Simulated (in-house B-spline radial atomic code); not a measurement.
A run on Sr (an excited or competing configuration) that did not converge. Method: scalar-relativistic (X2C) B97-1, spin-polarised, spherical fractional occupations, exact exchange averaged over the configuration, Fermi nucleus of rms radius 4.224 fm; computed with a B-spline radial code for spherical atoms.

Command:
```bash
python run_scf.py task.json out
```
Settings (nuclear radius in fm, mass in u):
```
Z                38
configuration    [Ar] 3d9 4s2 4p6 5s2 5f1
hamiltonian      x2c
method           b97_1
spin_polarised   True
nucleus          fermi
rms_radius       4.224
atomic_mass      87.90561
speed_of_light   137.035999084
exact_exchange   averaged over the configuration
```

First and last ten iterations of the last attempt (damped for 15 steps, keeping 80 % of the old Fock matrix, then DIIS):
```
 iter        energy (Eh)    residual
    1       -3172.209442    4.13e-01
    2       -3173.236357    1.86e-01
    3       -3173.623839    1.22e-01
    4       -3173.797708    7.90e-02
    5       -3173.874650    5.09e-02
    6       -3173.908882    3.26e-02
    7       -3173.924362    2.08e-02
    8       -3173.931695    1.32e-02
    9       -3173.935222    8.35e-03
   10       -3173.936954    5.39e-03
  111       -3173.938370    9.51e-06
  112       -3173.938370    1.45e-05
  113       -3173.938374    4.41e-05
  114       -3173.938370    1.08e-05
  115       -3173.938370    1.20e-05
  116       -3173.938370    1.01e-05
  117       -3173.938369    9.98e-06
  118       -3173.938370    1.24e-05
  119       -3173.938372    2.97e-05
  120       -3173.938371    2.19e-05
 not converged after 120 iterations
```

The smallest residual met was 8.8e-06; the threshold is about 4e-07. Over the last five steps the energy moves by less than 6e-06 hartree, but the orbitals didn't meet the threshold. Cost of the run: 11 s on 1 thread of Intel(R) Xeon(R) Platinum 8488C (shared host).
